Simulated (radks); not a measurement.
The numbers below are computed, except where a source is named.
Ge2+, configuration [Ar] 3d10 4s2. Level of theory: scalar-relativistic Kohn-Sham, PBE, spin-polarised, spherical densities, point nucleus (a radial shooting solver on a logarithmic mesh with Libxc functionals).

Local quantities along the radius. ELF = 1/(1 + alpha^2) is the electron localisation function; alpha = (tau - tau_W)/tau_unif compares the Pauli kinetic energy density with that of the uniform gas (summed over spins); s = |grad rho|/(2 (3 pi^2)^(1/3) rho^(4/3)) is the reduced gradient; -r V(r) is the screened charge that the Kohn-Sham potential of spin up presents (atomic units); r v_xc is r times the local exchange-correlation potential of spin up (hartree bohr). tau is taken from the large components.

r (bohr),ELF,alpha,s,-r V(r),r v_xc
0.003012,1.000,0.01909,0.4800,31.65,-0.1199
0.003451,1.000,0.01963,0.4719,31.59,-0.1305
0.003923,1.000,0.02028,0.4662,31.53,-0.1416
0.004494,1.000,0.02116,0.4622,31.45,-0.1550
0.005108,1.000,0.02220,0.4601,31.37,-0.1689
0.005852,0.999,0.02359,0.4599,31.27,-0.1854
0.006651,0.999,0.02523,0.4614,31.17,-0.2024
0.00762,0.999,0.02741,0.4650,31.04,-0.2223
0.00866,0.999,0.03000,0.4703,30.91,-0.2427
0.009922,0.999,0.03351,0.4782,30.74,-0.2659
0.01128,0.999,0.03777,0.4879,30.57,-0.2894
0.01292,0.998,0.04371,0.5009,30.36,-0.3156
0.01468,0.997,0.05115,0.5160,30.14,-0.3414
0.01682,0.996,0.06189,0.5354,29.87,-0.3695
0.01912,0.994,0.07591,0.5572,29.59,-0.3960
0.02191,0.991,0.09711,0.5844,29.26,-0.4236
0.0249,0.984,0.1262,0.6142,28.91,-0.4483
0.02852,0.971,0.1723,0.6499,28.50,-0.4721
0.03242,0.946,0.2386,0.6862,28.07,-0.4915
0.03714,0.892,0.3476,0.7245,27.57,-0.5080
0.04221,0.797,0.5051,0.7539,27.06,-0.5196
0.04836,0.639,0.7516,0.7658,26.45,-0.5280
0.05497,0.473,1.056,0.7424,25.84,-0.5331
0.06298,0.342,1.387,0.6654,25.12,-0.5369
0.07157,0.291,1.561,0.5484,24.39,-0.5450
0.082,0.313,1.481,0.4145,23.56,-0.5745
0.0932,0.403,1.216,0.3246,22.75,-0.6306
0.1068,0.549,0.9073,0.2900,21.84,-0.7058
0.1214,0.678,0.6892,0.3077,20.93,-0.7739
0.139,0.766,0.5526,0.3621,19.89,-0.8323
0.158,0.799,0.5021,0.4345,18.87,-0.8683
0.181,0.780,0.5314,0.5250,17.74,-0.8824
0.2058,0.692,0.6668,0.6111,16.64,-0.8720
0.2357,0.503,0.9945,0.6708,15.43,-0.8412
0.2679,0.313,1.483,0.6393,14.26,-0.8035
0.307,0.228,1.841,0.4760,12.99,-0.7776
0.3489,0.276,1.621,0.2949,11.85,-0.8356
0.3997,0.447,1.113,0.2108,10.66,-0.9537
0.4543,0.625,0.7747,0.2334,9.546,-1.050
0.5205,0.736,0.5994,0.3098,8.390,-1.125
0.5915,0.772,0.5433,0.4020,7.368,-1.157
0.6777,0.761,0.5607,0.5132,6.391,-1.150
0.7703,0.706,0.6447,0.6304,5.595,-1.106
0.8825,0.595,0.8253,0.7667,4.885,-1.031
1.003,0.448,1.110,0.8942,4.336,-0.9450
1.149,0.300,1.529,0.9982,3.868,-0.8569
1.306,0.219,1.888,1.036,3.523,-0.7901
1.496,0.209,1.944,1.028,3.247,-0.7443
1.701,0.272,1.636,1.047,3.058,-0.7225
1.948,0.415,1.186,1.171,2.900,-0.6975
2.214,0.584,0.8448,1.423,2.764,-0.6478
2.537,0.729,0.6097,1.872,2.627,-0.5695
2.883,0.813,0.4799,2.540,2.531,-0.5045
3.304,0.858,0.4069,3.700,2.471,-0.4615
3.755,0.872,0.3837,5.584,2.417,-0.4137
4.302,0.859,0.4059,9.267,2.329,-0.3278
4.889,0.810,0.4845,16.04,2.232,-0.2313
5.601,0.688,0.6738,31.29,2.141,-0.1410
6.366,0.471,1.059,64.32,2.079,-0.07930

On this mesh the ELF has minima near r = 0.072, 0.31, 1.5 bohr, which separate the shells, and maxima near 0.16 (0.80), 0.59 (0.77), 3.8 (0.87).
